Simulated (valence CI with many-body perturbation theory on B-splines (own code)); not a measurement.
Hg⁶⁷⁺ in brief

Computed by valence CI with perturbative core correlation (CI+MBPT): three valence electrons over a frozen Dirac-Fock core [Ne], radial functions for each j: 11 s, 11 p, 9 d, 7 f, 5 g, 2 h, 1 i, with the one-electron correlation potential Σ1, the two-electron term Σ2, the three-electron term Σ3, Breit, model QED; selected CI, second order for the rest (own B-spline code, finite nucleus).

No measured spectrum was set against this ion. As an estimate, large intervals hold to a few tenths of a per cent, small ones and those within an open d or f shell to about a per cent.

Levels are named by their leading jj configuration (3d3/2^4 stands for four electrons in 3d with j = 3/2), which in mixed levels can hold well under half, so a name can repeat and another be missing.

Rates and lifetimes use the calculated energies. Strong lines usually hold to 10 to 20 %, long lifetimes can be off by a factor of two.

(1) What is the ground level?

(2) Among levels below 1909.3 eV, which E1 lines absorb most strongly from the ground level?

(3) What are the static dipole polarisabilities of the lowest levels?

(4) How well does LS coupling describe the low levels?

(5) Name the longest-lived excited levels whose lifetime is computed, and their main decay.

Results:

(1) (3s^2 3p1/2) J=1/2, composition 100 % 3s²3p ²P°, g = 0.643.

(2) to (3s^2 3d3/2) J=3/2 at 1.573 nm, f = 0.540; to (3s 3p1/2 3p3/2) J=1/2 at 1.676 nm, f = 0.230; to (3s 3p1/2 3p3/2) J=3/2 at 1.704 nm, f = 0.119.

(3) (3s^2 3p1/2) J=1/2 0.00183 bohr³, of which the core gives 3.10e-05.

(4) Among the lowest 20 levels the leading LS term, summed over configurations, holds 60 % on average. For single configurations the figures are 58 % in LS and 92 % in jj coupling. Terms mix most in the J = 3/2 level at 976.8 eV, where the leading one holds 32 %.

(5) (3s 3p3/2 3d5/2) J=9/2 at 1562.1 eV lives 1.49 ns, mostly by M1 to (3s 3p1/2 3d5/2) J=7/2.
